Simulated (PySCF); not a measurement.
Structure from NMR data

Molecular formula: C5H9FSi2. Simulated spectra:

¹H NMR (400 MHz, computed): δ 5.33 (m, 1H), 4.52 (m, 1H), 4.48 (m, 2H), 2.06 (m, 2H), 1.98 (t, 1H), 1.77 (m, 2H).

¹³C{¹H} NMR (computed): δ 106.9 (CH), 91.1 (CH), 82.8 (C), 23.3 (CH2, 2C).

- geometry: GFN2-xTB
- σ from GIAO-PBE0/pcSseg-1
- code: PySCF 2.14
- one computed conformer, rapidly exchanging positions averaged, in vacuum, relativity neglected

Scale: ¹H (31.72 ppm), ¹³C (186.93 ppm) against TMS (reference shieldings calculated alike).

Question: What is the structure?

Answer: 
1. The formula gives 3 degrees of unsaturation (1 ring in the answer).
2. 4 carbon signals for 5 carbons: some carbons are equivalent by symmetry or fast rotation.
3. Carbon types of the structure: 1 × C, 2 × CH, 2 × CH2, leaving 3 H on heteroatoms.
4. δC 106.9: terminal alkyne carbon.
5. δC 91.1: sp3 CH bonded to F; the inductive effect lowers its shielding.
6. δC 82.8: alkyne carbon; the triple bond shields along its axis, which puts it between sp3 and sp2 carbons.
7. δH 5.33: hydrogen on an sp3 CH bonded to F; its carbon carries F, which withdraws density.
8. δH 4.52: hydrogen on a silicon bonded to 2 C, Si, in a 4-membered ring.
9. δH 4.48: hydrogen on a silicon bonded to C, Si.
10. δH 1.98: hydrogen on a terminal alkyne carbon; it lies on the axis of the triple bond, in its shielding cone.

These data were computed for `C1[Si@H]([SiH2]C#C)C[C@@H]1F`.

The shifts were computed for this structure.

Splittings by ¹⁹F in the carbon and heteronuclear signals aren't shown, as no couplings were computed. Shifts are as computed. Against solution values, carbons near 30 ppm lie about +3 ppm off and those near 130 ppm about +5 ppm. Of 1211 compounds with measured shifts, 218 miss one by over three times the rms of a fit or turn the order of signals round; such compounds aren't used in these exercises. No couplings were computed; multiplicities are counted from neighbouring protons, with m where these are inequivalent, close in shift, in a saturated or five-membered ring or joined by F or P, and br s for small geminal =CH2 splittings.
